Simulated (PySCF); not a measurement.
# Which determinant of PtC lies lowest?

Unrestricted PBE0; Pt def2-TZVPP with ECP60, C def2-TZVPP; scalar-relativistic core potentials (PySCF 2.14). Outer shells of the fragments: Pt 5d9 6s1; C 2s2 2p2.

Followed along the bond (rough minima from three points):

```json
{"2Ms+1": "1", "unpaired": "none", "⟨S²⟩ at the start": "0.00", "R at minimum (Å)": "1.66", "Te (eV)": "0.00"}
{"2Ms+1": "3", "unpaired": "σ ↑, π ↑", "⟨S²⟩ at the start": "2.02", "R at minimum (Å)": "1.72", "Te (eV)": "1.37"}
{"2Ms+1": "1", "unpaired": "σ ↓, π ↑", "⟨S²⟩ at the start": "1.01", "R at minimum (Å)": "1.74", "Te (eV)": "1.59"}
{"2Ms+1": "5", "unpaired": "σ ↑, π ↑↑, δ ↑", "⟨S²⟩ at the start": "6.03", "R at minimum (Å)": "1.87", "Te (eV)": "3.56"}
```

Solutions found at the starting distance of 1.885 Å, counted from the lowest of them; the search is not exhaustive and high or unbound solutions are not listed, so other states can lie among these:

| 2Ms+1 | unpaired | term | E (eV) | ⟨S²⟩ | ⟨Lz²⟩ | μ (D) |
| --- | --- | --- | --- | --- | --- | --- |
| 1 | none | ¹Σ⁺ | 0.00 | 0.00 | 0.00 | -1.35 |
| 3 | σ ↑, π ↑ | ³Π | 0.84 | 2.02 | 1.07 | -2.31 |
| 1 | σ ↓, π ↑ | mixed | 1.00 | 1.01 | 1.05 | -2.45 |
| 3 | π ↑, δ ↑ | mixed | 1.72 | 2.01 | 5.02 | -2.07 |
| 3 | π ↑, δ ↑ | mixed | 1.73 | 2.01 | 4.94 | -2.06 |
| 1 | π ↑, δ ↓ | mixed | 1.77 | 1.02 | 5.01 | -2.04 |
| 3 | σ ↑↑ | ³Σ⁺ | 2.53 | 2.01 | 0.00 | 1.39 |
| 3 | π ↑↑ | mixed | 2.55 | 2.50 | 0.00 | -3.30 |
| 5 | σ ↑, π ↑↑, δ ↑ | ⁵Δ | 2.69 | 6.03 | 4.01 | -3.04 |
| 3 | π ↑↑ | mixed | 2.74 | 2.01 | 2.01 | -1.99 |
| 3 | σ ↑, π ↑↑, δ ↓ | mixed | 2.99 | 3.04 | 4.01 | -2.68 |
| 5 | σ ↑↑, π ↑↑ | ⁵Σ⁻ | 3.01 | 6.01 | 0.00 | -2.20 |
| 3 | π ↑↑ | mixed | 3.19 | 2.01 | 2.01 | -1.87 |
| 5 | σ ↑, π ↑↑↑ | ⁵Π | 3.60 | 6.02 | 1.01 | -2.93 |

A term symbol is given only where ⟨S²⟩ and ⟨Lz²⟩ are close to those of a pure state; real π, δ and φ orbitals otherwise mix terms. A positive dipole means Pt(−)C(+).

Q: Compare the gap between the two lowest followed solutions at the starting distance with the gap between their minima.

A: At PBE0 the second solution (triplet, unpaired electrons σ ↑, π ↑) lies +0.84 eV from the first (singlet, closed shell) at 1.885 Å and +1.37 eV at the minima; the two curves relax by different amounts, since their minima lie near 1.72 and 1.66 Å.

Spin–orbit coupling is left out.
